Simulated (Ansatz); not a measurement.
Consider the substitution at a C–Si bond: `C[SiH2]C1=C[SiH2]1` + `OCF` → `FCOC1=C[SiH2]1` + `C[SiH3]`.

Calculated with Ansatz (gas phase, PBE0-D4/def2-TZVP geometries, no zero-point term in ΔE). CBS: MP2 limit from def2 TZ/QZ plus the TZ coupled-cluster correction, frozen cores. This one scheme is used for every species. DFT in def2-TZVPP. B3LYP here is the variant with VWN-RPA as its local correlation; programs differ in this. Each species was taken in one conformer, which may not be the lowest.

`C[SiH2]C1=C[SiH2]1`:

Z-matrix (Å, degrees):
```
C
Si 1 1.869
H 1 1.093 2 110.8
H 1 1.093 2 110.8 3 -120.0
H 1 1.092 2 110.8 3 119.9
C 2 1.849 1 112.0 3 179.9
H 2 1.489 1 110.6 3 59.6
H 2 1.489 1 110.6 3 -59.8
Si 6 1.828 2 153.8 1 180.0
C 6 1.337 2 139.0 1 0.1
H 9 1.482 6 121.1 2 75.7
H 9 1.482 6 121.1 2 -75.6
H 10 1.084 6 134.6 2 -0.0
```

`OCF`:

Z-matrix (Å, degrees):
```
C
F 1 1.381
O 1 1.370 2 111.1
H 1 1.091 2 107.8 3 -117.4
H 1 1.096 2 106.3 3 123.2
H 3 0.962 1 109.3 2 70.7
```

`FCOC1=C[SiH2]1`:

Z-matrix (Å, degrees):
```
C
O 1 1.386
F 1 1.367 2 110.2
H 1 1.090 2 106.9 3 -117.6
H 1 1.094 2 111.0 3 119.3
C 2 1.341 1 115.4 3 -79.3
C 6 1.329 2 134.8 1 174.2
Si 6 1.807 2 156.5 1 -7.2
H 7 1.081 6 137.4 2 -1.7
H 8 1.484 6 121.8 2 76.0
H 8 1.485 6 121.8 2 -74.3
```

`C[SiH3]`:

Z-matrix (Å, degrees):
```
C
Si 1 1.871
H 1 1.092 2 110.8
H 1 1.092 2 110.8 3 -120.0
H 1 1.092 2 110.8 3 120.0
H 2 1.488 1 110.7 3 -179.9
H 2 1.488 1 110.7 3 -59.9
H 2 1.488 1 110.7 3 60.1
```

```tsv
level	ΔE (kJ/mol)	difference from CCSD(T)/CBS
PBE-D4	62.9	-14.5
r2SCAN-D4	65.6	-11.8
B3LYP-D4	66.8	-10.6
ωB97X-V	64.6	-12.8
ωB97M-V	69.6	-7.8
PBE	60.8	-16.6
r2SCAN	64.9	-12.5
B3LYP	63.3	-14.1
MP2/def2-TZVPP	77.5	0.1
SCS-MP2/def2-TZVPP	73.3	-4.1
CCSD(T)/def2-TZVPP	72.0	-5.4
MP2/def2-QZVPP	80.6	3.2
SCS-MP2/def2-QZVPP	76.6	-0.8
HF/CBS(def2)	67.2	-10.2
MP2/CBS(def2)	82.9	5.5
CCSD/CBS(def2)	78.0	0.6
CCSD(T)/CBS	77.4	0
```

Largest T1 diagnostic among the species: 0.013.

The D4 term adds +3.6 kJ/mol with B3LYP and +2.0 kJ/mol with PBE0; it sums over pairs of atoms, weighted by their polarisabilities, and B3LYP, whose exchange is more repulsive, gets the larger term. In def2-TZVPP, CCSD(T) changes the Hartree–Fock value by +5.0 kJ/mol (the triples alone add −0.6 kJ/mol) and MP2 by +10.5 kJ/mol.
